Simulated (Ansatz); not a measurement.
The cluster SiSn4, relaxed as a singlet with RKS PBE-D4/def2-SVP in Ansatz, starting from the GFN1-xTB geometry. Force threshold 0.02 eV/Å.

In the def2 sets Sn takes a core potential; there is no spin–orbit coupling. The restricted singlet is unstable towards broken spin symmetry in Hartree–Fock (as tested in another run); at PBE-D4/def2-SVP this wasn't settled. Another isomer (singlet) lies 0.52 eV lower at PBE0-D4/def2-TZVP; other spin states weren't run for this one.

Start:

```xyz
5

Si   -0.775    0.959    0.007
Sn    0.071    0.295   -2.282
Sn   -0.802   -1.658   -0.178
Sn   -0.286   -0.028    2.284
Sn    1.792    0.432    0.169
```

| step | energy (eV) | largest force component (eV/Å) | SCF passes |
| --- | --- | --- | --- |
| 1 | -31200.0161 | 0.880 | 18 |
| 2 | -31200.1612 | 0.262 | 27 |
| 3 | -31200.1872 | 0.116 | 21 |
| 4 (rejected) | -31200.1830 | 0.131 | 21 |
| 5 | -31200.1929 | 0.023 | 20 |
| 6 | -31200.1930 | 0.015 | 22 |
| 7 | -31200.1934 | 0.018 | 21 |
| 8 | -31200.1944 | 0.017 | 22 |
| 9 (rejected) | -31200.0326 | 0.662 | 34 |
| 10 | -31200.1946 | 0.015 | 22 |
| 11 | -31200.1948 | 0.015 | 22 |
| 12 | -31200.1950 | 0.009 | 23 |

Force components are those of the run's own axes.

End:

| atom | x (Å) | y (Å) | z (Å) |
| --- | --- | --- | --- |
| Si1 | -0.747 | 0.936 | -0.055 |
| Sn2 | 0.050 | 0.340 | -2.401 |
| Sn3 | -0.909 | -1.735 | -0.133 |
| Sn4 | -0.273 | -0.054 | 2.346 |
| Sn5 | 1.879 | 0.513 | 0.243 |

By distances, no bond broke or formed. The bond that changes most is Sn3–Sn5, from 3.35 to 3.60 Å (atoms count from 1).

The force fell under the threshold at step 6, but the optimiser went on and released 0.002 eV more. No frequencies were taken in this run, so the end may be a saddle point.

Hardware: 4 threads of Arm Neoverse V2 on a shared host. Wall time 16 s.
